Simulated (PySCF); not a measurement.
CuH, SMILES [CuH] (connectivity only; charge and spin as stated), neutral, multiplicity 1. Atoms are numbered in the order given.

```xyz
2

Cu     0.0000     0.0000    -0.0495
H      0.0000     0.0000     1.4359
```

Coordinates come from a PBE0-D3(BJ)/def2-TZVPD optimisation. The spin state was assumed, not searched.

The numbers are results of ωB97X/def2-TZVPD run with PySCF, not measurements.

Mulliken values depend strongly on the basis, most of all with diffuse functions as here. ESP charges are fitted to the potential on shells at 1.4 to 2.0 van der Waals radii. Atomic charges (e):

| atom | Mulliken | IAO | ESP fit |
|---|---|---|---|
| Cu1 | 0.01 | … | 0.39 |
| H2 | -0.01 | … | -0.39 |

### Question
Fill in the missing entries. (An estimate is asked for; the answer gives what the named calculation found.)

### Answer

- Cu1, IAO: 0.27
- H2, IAO: -0.27
